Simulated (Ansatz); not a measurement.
Geometry optimisation, Ansatz, RKS PBE-D4/def2-SVP.

input.yaml

```yaml
crystal:
  periodic: [false, false, false]
  atoms:
    - { symbol: Ge, position_ang: [-0.54757, 0.007424, -0.444523] }
    - { symbol: H, position_ang: [0.152414, 0.124576, 2.224584] }
    - { symbol: H, position_ang: [0.717419, -0.246479, 0.414082] }
    - { symbol: H, position_ang: [-0.416793, 1.368181, -1.167983] }
    - { symbol: H, position_ang: [-0.680103, -1.138544, -1.479188] }
    - { symbol: S, position_ang: [-2.403897, -0.000654, 0.828485] }
    - { symbol: H, position_ang: [-2.917245, -1.072169, 0.16248] }
    - { symbol: H, position_ang: [-0.474725, 0.084865, 2.580962] }
basis:
  gaussian: { orbitals: def2-SVP }
hamiltonian:
  xc: pbe
  dispersion: d4
relax:
  f_tol: 0.03
  max_steps: 50
output:
  orbitals: {}
```

Command:

```bash
$ ansatz run input.yaml --threads 1 --pin off --max-ram 2048MiB --backend cpu --events-out ev --progress --plain --runs-dir out
```

Task: Where does it end, and by what steps?

Result: The run converged. The force dipped under the threshold on the way, but the program's further checks kept it going. After 15 steps the energy has fallen by 0.278 eV; H2 moved furthest, 1.00 Å.

```tsv
step	energy less start (eV)	largest force component (eV/Å)	accepted
0	0.0000	1.707	yes
1	-0.1397	0.184	yes
2	-0.1852	0.247	yes
3	-0.2117	0.091	yes
4	-0.2272	0.162	yes
5	-0.2460	0.093	yes
6	-0.2520	0.364	yes
7	-0.2513	0.715	no
8	-0.2605	0.085	yes
9	-0.2673	0.062	yes
10	-0.2743	0.061	yes
11	-0.2695	0.324	no
12	-0.2769	0.018	yes
13	-0.2771	0.089	yes
14	-0.2773	0.055	yes
15	-0.2777	0.003	yes
```

```xyz
8
Properties=species:S:1:pos:R:3
Ge -0.601 -0.031 -0.811
H 0.057 0.144 3.225
H 0.605 -0.549 0.015
H -0.352 1.417 -1.293
H -0.858 -0.968 -2.020
S -2.439 0.117 0.483
H -2.449 -1.212 0.787
H -0.534 0.210 2.733
```

Time of the run: 49 s on 1 thread of Arm Neoverse N1 (shared host), peak memory 0.11 GiB.
